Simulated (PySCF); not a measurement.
C₂H₈O₂Si, SMILES [Si@@H](OC)(O)C. Atoms are numbered in the order given.

```xyz
13

C      1.3342    -0.8359     1.3704
O      1.2988    -0.1029     0.1618
Si    -0.1357     0.3616    -0.5837
C     -1.2720    -1.0902    -0.8979
O     -1.0211     1.4178     0.3836
H      0.7490    -0.3434     2.1809
H      0.9388    -1.8715     1.2476
H      2.3879    -0.9161     1.7097
H      0.3428     1.0269    -1.8400
H     -2.1626    -0.7734    -1.4772
H     -0.7483    -1.8818    -1.4706
H     -1.6293    -1.5279     0.0563
H     -0.5737     2.2626     0.5656
```
Charge 0, spin multiplicity 1.

The structure is a stationary point at PBE-D3(BJ)/def2-SVP. The structure was generated by enumeration; whether it is a known compound was not checked. One conformer was computed; it need not be the lowest.

Method: PBE-D3(BJ)/def2-SVP run with PySCF.

Frequencies are harmonic and unscaled.

```json
[
 {"mode": "1", "ν (cm⁻¹)": "74", "IR (km/mol)": "2.0", "moving atoms (share of kinetic energy)": "C 38 %, H 31 %, O 30 %"},
 {"mode": "2", "ν (cm⁻¹)": "93", "IR (km/mol)": "0.1", "moving atoms (share of kinetic energy)": "H 96 %"},
 {"mode": "3", "ν (cm⁻¹)": "129", "IR (km/mol)": "0.6", "moving atoms (share of kinetic energy)": "H 94 %"},
 {"mode": "4", "ν (cm⁻¹)": "159", "IR (km/mol)": "4.3", "moving atoms (share of kinetic energy)": "C 49 %, H 31 %, O 17 %"},
 {"mode": "5", "ν (cm⁻¹)": "232", "IR (km/mol)": "2.2", "moving atoms (share of kinetic energy)": "O 41 %, H 30 %, C 17 %, Si 12 %"},
 {"mode": "6", "ν (cm⁻¹)": "263", "IR (km/mol)": "37.4", "moving atoms (share of kinetic energy)": "H 44 %, O 39 %, Si 9 %"},
 {"mode": "7", "ν (cm⁻¹)": "313", "IR (km/mol)": "50.9", "moving atoms (share of kinetic energy)": "H 64 %, O 18 %, Si 12 %"},
 {"mode": "8", "ν (cm⁻¹)": "381", "IR (km/mol)": "54.2", "moving atoms (share of kinetic energy)": "O 50 %, Si 25 %, H 23 %"},
 {"mode": "9", "ν (cm⁻¹)": "635", "IR (km/mol)": "9.4", "moving atoms (share of kinetic energy)": "H 46 %, C 33 %, O 18 %"},
 {"mode": "10", "ν (cm⁻¹)": "685", "IR (km/mol)": "63.4", "moving atoms (share of kinetic energy)": "H 62 %, C 16 %, Si 15 %"},
 {"mode": "11", "ν (cm⁻¹)": "734", "IR (km/mol)": "22.8", "moving atoms (share of kinetic energy)": "H 63 %, C 21 %, Si 9 %"},
 {"mode": "12", "ν (cm⁻¹)": "741", "IR (km/mol)": "37.6", "moving atoms (share of kinetic energy)": "H 35 %, Si 23 %, O 23 %, C 20 %"},
 {"mode": "13", "ν (cm⁻¹)": "812", "IR (km/mol)": "4.0", "moving atoms (share of kinetic energy)": "H 53 %, O 35 %, Si 8 %"},
 {"mode": "14", "ν (cm⁻¹)": "831", "IR (km/mol)": "134.2", "moving atoms (share of kinetic energy)": "H 73 %, C 10 %, O 10 %"},
 {"mode": "15", "ν (cm⁻¹)": "885", "IR (km/mol)": "288.6", "moving atoms (share of kinetic energy)": "H 63 %, Si 25 %"},
 {"mode": "16", "ν (cm⁻¹)": "920", "IR (km/mol)": "125.5", "moving atoms (share of kinetic energy)": "H 50 %, Si 33 %, O 14 %"},
 {"mode": "17", "ν (cm⁻¹)": "1114", "IR (km/mol)": "167.1", "moving atoms (share of kinetic energy)": "O 40 %, C 34 %, H 25 %"},
 {"mode": "18", "ν (cm⁻¹)": "1136", "IR (km/mol)": "0.2", "moving atoms (share of kinetic energy)": "H 76 %, C 19 %"},
 {"mode": "19", "ν (cm⁻¹)": "1169", "IR (km/mol)": "85.9", "moving atoms (share of kinetic energy)": "H 53 %, C 23 %, O 23 %"},
 {"mode": "20", "ν (cm⁻¹)": "1221", "IR (km/mol)": "42.9", "moving atoms (share of kinetic energy)": "H 76 %, C 23 %"},
 {"mode": "21", "ν (cm⁻¹)": "1379", "IR (km/mol)": "2.3", "moving atoms (share of kinetic energy)": "H 96 %"},
 {"mode": "22", "ν (cm⁻¹)": "1381", "IR (km/mol)": "4.1", "moving atoms (share of kinetic energy)": "H 96 %"},
 {"mode": "23", "ν (cm⁻¹)": "1421", "IR (km/mol)": "3.8", "moving atoms (share of kinetic energy)": "H 93 %"},
 {"mode": "24", "ν (cm⁻¹)": "1425", "IR (km/mol)": "1.4", "moving atoms (share of kinetic energy)": "H 94 %"},
 {"mode": "25", "ν (cm⁻¹)": "1426", "IR (km/mol)": "9.5", "moving atoms (share of kinetic energy)": "H 93 %"},
 {"mode": "26", "ν (cm⁻¹)": "2185", "IR (km/mol)": "156.5", "moving atoms (share of kinetic energy)": "H 97 %"},
 {"mode": "27", "ν (cm⁻¹)": "2914", "IR (km/mol)": "69.7", "moving atoms (share of kinetic energy)": "H 97 %"},
 {"mode": "28", "ν (cm⁻¹)": "2980", "IR (km/mol)": "2.0", "moving atoms (share of kinetic energy)": "H 96 %"},
 {"mode": "29", "ν (cm⁻¹)": "2983", "IR (km/mol)": "40.4", "moving atoms (share of kinetic energy)": "H 91 %, C 9 %"},
 {"mode": "30", "ν (cm⁻¹)": "3032", "IR (km/mol)": "32.3", "moving atoms (share of kinetic energy)": "H 91 %, C 9 %"},
 {"mode": "31", "ν (cm⁻¹)": "3080", "IR (km/mol)": "2.9", "moving atoms (share of kinetic energy)": "H 91 %, C 9 %"},
 {"mode": "32", "ν (cm⁻¹)": "3084", "IR (km/mol)": "2.7", "moving atoms (share of kinetic energy)": "H 91 %, C 9 %"},
 {"mode": "33", "ν (cm⁻¹)": "3761", "IR (km/mol)": "63.5", "moving atoms (share of kinetic energy)": "H 94 %"}
]
```
